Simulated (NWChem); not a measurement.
System: C$_{2}$H$_{5}$ClOSi; SMILES O[SiH2]/C=C/Cl

```xyz
10

O     -0.8268    -2.7570     0.1074
Si     0.4821    -1.7354    -0.0365
C     -0.0232     0.0052    -0.4854
C      0.2532     1.0322     0.3231
Cl    -0.1659     2.6749    -0.0066
H     -1.4942    -2.5124     0.7552
H      1.2616    -1.6330     1.2384
H      1.3141    -2.3388    -1.1112
H     -0.5569     0.2115    -1.4212
H      0.7803     0.9258     1.2770
```
Atoms are numbered in this order, from 1.

All runs: NWChem. Medium grid unless said otherwise, to which SCAN and Minnesota functionals are sensitive. All runs use the structure optimised with PBE0/def2-SVP.

Problem. Order these by “highest occupied level (eV)”, lowest first: r2SCAN/def2-SVP; MPW1K/def2-SVP; LRC-wPBEh/def2-SVP; Hartree-Fock/def2-SVP; B3LYP/def2-SVP.

Solution. Hartree-Fock/def2-SVP (-10.28), LRC-wPBEh/def2-SVP (-9.53), MPW1K/def2-SVP (-8.59), B3LYP/def2-SVP (-7.36), r2SCAN/def2-SVP (-6.77)
